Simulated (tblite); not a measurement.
C₃H₁₃AsGeSi.
Numbering: `[CH3:1][CH2:2][Ge@H:3]([AsH2:4])[CH2:5][SiH3:6]` (hydrogens: H7, H8, H9 on C1; H10, H11 on C2; H12 on Ge3; H13, H14 on As4; H15, H16 on C5; H17, H18, H19 on Si6)

Computed with GFN2-xTB (tblite), gas phase: L-BFGS steps from a force-field or distance-geometry start until the largest atomic force falls under 0.01 eV/Å.

Step 26: E = -518.7173 eV
```
atom  x, y, z in Å  |  force x, y, z in eV/Å
C1      2.3116   -0.9503    0.0415    0.010  -0.018  -0.010
C2      1.4744   -0.0616    0.9487    0.023  -0.010  -0.005
Ge3     0.2634    1.1820   -0.0415    0.013  -0.017  -0.010
As4    -1.0285    2.5797    1.4393    0.002  -0.020  -0.007
C5     -0.8287    0.1385   -1.3458   -0.047  -0.028  -0.014
Si6    -1.9290   -1.1608   -0.5206   -0.025  -0.026   0.013
H7      2.9582   -1.6051    0.6248    0.011   0.008   0.027
H8      1.6765   -1.5763   -0.5817   -0.038   0.005   0.000
H9      2.9400   -0.3495   -0.6134   -0.017   0.034   0.002
H10     0.8705   -0.6843    1.6123   -0.001   0.009   0.012
H11     2.1351    0.5315    1.5846    0.005   0.001   0.025
H12     1.2001    2.0506   -0.9065    0.003   0.014  -0.008
H13    -2.2043    2.5580    0.5004    0.035  -0.012   0.010
H14    -1.5761    1.3596    2.1237    0.005   0.013  -0.001
H15    -0.1626   -0.3396   -2.0612    0.021   0.016  -0.002
H16    -1.4474    0.8380   -1.9069   -0.021   0.011  -0.028
H17    -1.1016   -2.1171    0.2225    0.005  -0.004   0.009
H18    -2.8577   -0.4983    0.4041    0.002   0.005   0.017
H19    -2.7038   -1.8859   -1.5318    0.014   0.017  -0.031
```

Step 27: E = -518.7178 eV
```
atom  x, y, z in Å  |  force x, y, z in eV/Å
C1      2.3122   -0.9508    0.0416    0.000  -0.002   0.000
C2      1.4760   -0.0621    0.9489   -0.011   0.022   0.001
Ge3     0.2623    1.1817   -0.0420    0.020  -0.048   0.009
As4    -1.0252    2.5820    1.4395   -0.008  -0.030  -0.002
C5     -0.8304    0.1369   -1.3459   -0.031  -0.014  -0.008
Si6    -1.9301   -1.1630   -0.5216   -0.023  -0.018   0.004
H7      2.9589   -1.6040    0.6256    0.019  -0.005   0.023
H8      1.6758   -1.5758   -0.5811   -0.035  -0.005  -0.001
H9      2.9389   -0.3488   -0.6132   -0.005   0.033  -0.007
H10     0.8721   -0.6830    1.6143    0.000   0.003   0.006
H11     2.1356    0.5328    1.5846    0.009  -0.003   0.017
H12     1.1979    2.0497   -0.9066    0.011   0.022  -0.018
H13    -2.2022    2.5584    0.5028    0.031  -0.005   0.006
H14    -1.5757    1.3641    2.1269    0.014   0.018  -0.003
H15    -0.1633   -0.3411   -2.0606    0.018   0.019  -0.004
H16    -1.4481    0.8374   -1.9068   -0.021   0.004  -0.029
H17    -1.1029   -2.1195    0.2204    0.007  -0.008   0.013
H18    -2.8590   -0.5008    0.4022   -0.004   0.007   0.024
H19    -2.7025   -1.8848   -1.5366    0.009   0.010  -0.031
```

Task: Estimate the geometry and energy of step 28. (The exact step hangs on the optimiser's Hessian estimate; all steps are aligned on step 27, rigid shifts and turns removed.)

Result: E = -518.7182 eV, largest force 0.066 eV/Å
```
atom  x, y, z in Å  |  force x, y, z in eV/Å
C1      2.3127   -0.9513    0.0417   -0.010   0.015   0.012
C2      1.4775   -0.0623    0.9493   -0.034   0.040   0.010
Ge3     0.2616    1.1804   -0.0425    0.018  -0.061   0.019
As4    -1.0218    2.5837    1.4395   -0.006  -0.030   0.004
C5     -0.8328    0.1351   -1.3463   -0.009   0.004  -0.003
Si6    -1.9317   -1.1656   -0.5226   -0.016  -0.006  -0.004
H7      2.9600   -1.6030    0.6269    0.019  -0.012   0.008
H8      1.6744   -1.5753   -0.5803   -0.021  -0.009   0.004
H9      2.9376   -0.3475   -0.6131    0.002   0.023  -0.011
H10     0.8736   -0.6816    1.6164    0.001  -0.002   0.000
H11     2.1363    0.5339    1.5848    0.011  -0.006   0.006
H12     1.1959    2.0491   -0.9070    0.015   0.022  -0.023
H13    -2.1995    2.5586    0.5053    0.021   0.000  -0.003
H14    -1.5751    1.3689    2.1302    0.019   0.014  -0.001
H15    -0.1636   -0.3422   -2.0599    0.008   0.021  -0.004
H16    -1.4494    0.8370   -1.9073   -0.017  -0.007  -0.024
H17    -1.1041   -2.1221    0.2187    0.007  -0.011   0.014
H18    -2.8605   -0.5031    0.4007   -0.009   0.006   0.027
H19    -2.7011   -1.8835   -1.5420    0.001   0.001  -0.030
```

The energy changes by -0.0004 eV. The first-order estimate −F·Δx gives -0.0006 eV and the mean of the old and new forces, exact on a quadratic surface, -0.0004 eV. The step makes an angle of 69° with the force vector and moves no atom by more than 0.006 Å.

The cost below is that of the whole relaxation. Hardware: one thread of an Intel Xeon 6975P-C, shared host. Cost: 0.45 s.
